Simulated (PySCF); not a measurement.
```xyz
3
charge 1 multiplicity 3, angstrom
Au   -0.2828    0.0000   -1.2087
Se   -0.7156    0.0000    1.1589
Se    1.4054    0.0000    1.8135
```

Level of theory: UPBE0 in PySCF with Au def2-SVP with ECP60, Se def2-SVP; scalar-relativistic core potentials, no spin–orbit coupling; density-fitted integrals.

This geometry of AuSe₂⁺ is a stationary point at this level.

Problem. What is the point group?

Solution. Cs.

Problem. Is it a minimum?

Solution. Yes: all harmonic wavenumbers are real, though the softest, 56 cm⁻¹, leaves little margin.

Problem. Which band is strongest in the infrared?

Solution. 349 cm⁻¹ (a'), 3 km/mol.

Problem. Give the ideal-gas entropy at 298.15 K and 1 bar by parts.

Solution. translation 182.2, rotation 124.5, vibration 32.6, spin 9.1; total 348.4 J/(mol K).

Other isomers or separated fragments may lie lower. Open d and f shells are described by one determinant, and the ground state may have another occupation or spin. No spin–orbit coupling is included, which matters more the heavier the element.
